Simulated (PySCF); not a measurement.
Spectrum to structure. Computed with TDDFT B3LYP/def2-SVPD, vertical, gas phase, core orbitals frozen in the response (PySCF 2.14.0, density-fitted response routines). Geometries: GFN2-xTB, one conformer each.

```csv
state,ν̃ (cm⁻¹),f,"main configurations (H = HOMO, L = LUMO)"
S1,48830,0.0022,H→L+1 (93%)
S2,52160,0.0069,"H→L+3 (78%), H→L+2 (11%)"
S3,53400,0.306,"H→L (71%), H→L+2 (23%)"
S4,55590,0.080,"H→L+2 (52%), H→L+4 (22%), H→L (13%)"
S5,57670,0.057,"H→L+4 (64%), H→L+5 (14%)"
S6,58670,0.020,"H→L+5 (80%), H→L+4 (9%)"
S7,60820,0.0008,H→L+6 (93%)
S8,63020,0.039,"H→L+7 (69%), H→L+8 (21%)"
```

Question: Which candidate is it?
A. `C#C[C@](C)(Cl)[SiH2]C`
B. `C1=C[SiH2]C=C1`
C. `F/C=C(/F)C[SiH3]`
D. `CSCS[SiH2]SC`

Answer: C. Its S1, at 6.05 eV, is the highest among the candidates; the nearest of the others has S1 at 5.42 eV. S1 is HOMO→LUMO+1 (93%). Löwdin shares by element: HOMO carbon 57% or more, fluorine 24% (atoms not listed hold the other 19%); LUMO carbon 56%, silicon 15% (atoms not listed hold the other 29%). At the same level the other candidates give, for their lowest levels:
- `C#C[C@](C)(Cl)[SiH2]C`: 5.42 eV (f 0.005); 6.03 eV (f 0.027); 6.34 eV (f 0.008); 6.55 eV (f 0.010); 6.67 eV (f 0.011); T1 4.90 eV; HOMO -7.45, LUMO -0.77 eV
- `CSCS[SiH2]SC`: 4.94 eV (f 0.000); 5.26 eV (f 0.002); 5.31 eV (f 0.007); 5.37 eV (f 0.009); 5.57 eV (f 0.018); T1 4.60 eV; HOMO -6.52, LUMO -0.55 eV
- `C1=C[SiH2]C=C1`: 4.30 eV (f 0.054); 5.50 eV (f 0.000); 5.91 eV (f 0.010); 6.04 eV (f 0.001); 6.07 eV (f 0.000); T1 2.65 eV; HOMO -6.49, LUMO -1.68 eV

Shape of the structure used: `[F:1]/[CH:2]=[C:3](/[F:4])[CH2:5][SiH3:6]`: C2–C3–C5–Si6 101°.
Triplets come from the Tamm–Dancoff approximation.
